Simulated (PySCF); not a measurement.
C8H6FN.
Bonds: N1–C2 (triple), C2–C3, C3–C4, C4–C5 (aromatic), C5–C6 (aromatic), C6–C7 (aromatic), C7–C8 (aromatic), C8–C9 (aromatic), C9–F10, C4–C9 (aromatic). Hydrogens: H11, H12 on C3; H13 on C5; H14 on C6; H15 on C7; H16 on C8.

Level: PBE0/pcSseg-1 and B3LYP/def2-SVPD in PySCF, non-relativistic, on one gas-phase PBE0-D3(BJ)/def2-SVP geometry that isn't relaxed in the solvent. The solvent is an IEF-PCM continuum (Bondi radii, 1.10 Å for H, scaled by 1.2). The model holds no explicit solvent molecules, cavitation or dispersion.

Gas phase at PBE0/pcSseg-1: HOMO -7.55 eV, LUMO -0.85 eV, dipole 3.43 D.

What does the continuum do to the energy, the frontier levels and the dipole at PBE0/pcSseg-1 in chloroform, dichloromethane and methanol?

| solvent | ε | E(solvent) − E(gas) (kcal/mol) | polarisation term (kcal/mol) | distortion of the solute (kcal/mol) | HOMO (eV) | LUMO (eV) | dipole (D) |
| --- | --- | --- | --- | --- | --- | --- | --- |
| chloroform | 4.711 | -5.21 | -5.86 | 0.65 | -7.37 | -0.66 | 4.07 |
| dichloromethane | 8.93 | -6.21 | -7.15 | 0.94 | -7.35 | -0.63 | 4.18 |
| methanol | 32.61 | -7.13 | -8.36 | 1.23 | -7.34 | -0.62 | 4.29 |

The polarisation term is half the interaction of the solute with the surface charges that it induces; the rest is the cost of distorting the solute's density. The sum is the electrostatic part of solvation alone. From chloroform to methanol the lowering changes by a factor 1.37, Onsager's factor (ε − 1)/(2ε + 1) by 1.34 and ε itself by 6.9.

Which radius a makes the point-dipole formula ΔE = −[(ε − 1)/(2ε + 1)]·μ²/a³ give the value in methanol, with the gas-phase dipole?

μ = 1.349 au and |ΔE| = 0.01136 Eh give a = 2.25 Å; the farthest nucleus lies 3.82 Å from the centroid of the nuclei, so such a sphere wouldn't even hold the nuclei. The formula assumes a rigid point dipole at the centre of a sphere.

Which IAO charges (PBE0/pcSseg-1) respond most in chloroform (means over atoms taken as equivalent)?

| atoms | environment | gas (e) | solvent (e) | change |
| --- | --- | --- | --- | --- |
| N1 | nitrile nitrogen | -0.241 | -0.291 | -0.050 |
| C2 | nitrile carbon | +0.141 | +0.170 | +0.029 |
| H11/H12 | methylene hydrogen | +0.193 | +0.206 | +0.013 |
| H15 | aromatic hydrogen | +0.160 | +0.168 | +0.008 |
| H16 | aromatic hydrogen | +0.170 | +0.178 | +0.008 |
| H14 | aromatic hydrogen | +0.159 | +0.166 | +0.007 |
| C5 | aromatic CH carbon | -0.145 | -0.152 | -0.007 |
| C3 | sp3 carbon next to a nitrile | -0.298 | -0.304 | -0.006 |
| C7 | aromatic CH carbon | -0.138 | -0.143 | -0.005 |
| C6 | aromatic CH carbon | -0.155 | -0.160 | -0.005 |
| F10 | aryl fluorine | -0.267 | -0.271 | -0.004 |
| C8 | aromatic CH carbon | -0.189 | -0.192 | -0.003 |

How do the nuclear quadrupole coupling constants eQVzz/h respond in chloroform?

```csv
nucleus,Q (barn),gas (MHz),solvent (MHz),η gas,η solvent
14N at N1,0.02044,-4.53,-4.26,0.07,0.08
```

Gas phase at B3LYP/def2-SVPD: HOMO -7.34 eV, LUMO -1.07 eV, dipole 3.47 D.

What does the continuum do to the energy, the frontier levels and the dipole at B3LYP/def2-SVPD in chloroform and dichloromethane?

```
        solvent      ε  E(solvent) − E(gas) (kcal/mol)  polarisation term (kcal/mol)  distortion of the solute (kcal/mol)  HOMO (eV)  LUMO (eV)  dipole (D)
     chloroform  4.711                           -5.21                         -5.93                                 0.72      -7.13      -0.85        4.14
dichloromethane   8.93                           -6.22                         -7.24                                 1.02      -7.10      -0.82        4.26
```

How does the static polarisability (B3LYP/def2-SVPD, frozen core, with the continuum's full static response) change?

```csv
medium,isotropic (au),principal values (au),⟨r²⟩ of the electrons (bohr²)
gas,94.4,"57.8, 102.0, 123.5",1480.0
chloroform,118.4,"71.5, 130.6, 153.0",1481.1
dichloromethane,124.0,"75.6, 137.1, 159.2",1481.4
```

The isotropic value in dichloromethane is 1.31 times the gas-phase one; no cavity-field correction is applied. ⟨r²⟩ is taken about the centre of nuclear charge.

Cost: about 40 s of CPU time on one thread; the machine was shared, so the figure is rough. This is the whole shielding run at PBE0/pcSseg-1 in methanol, SCF included.

The values belong to the conformer `[N:1]#[C:2][CH2:3][c:4]1[cH:5][cH:6][cH:7][cH:8][c:9]1[F:10]`: C2–C3–C4–C5 2°.
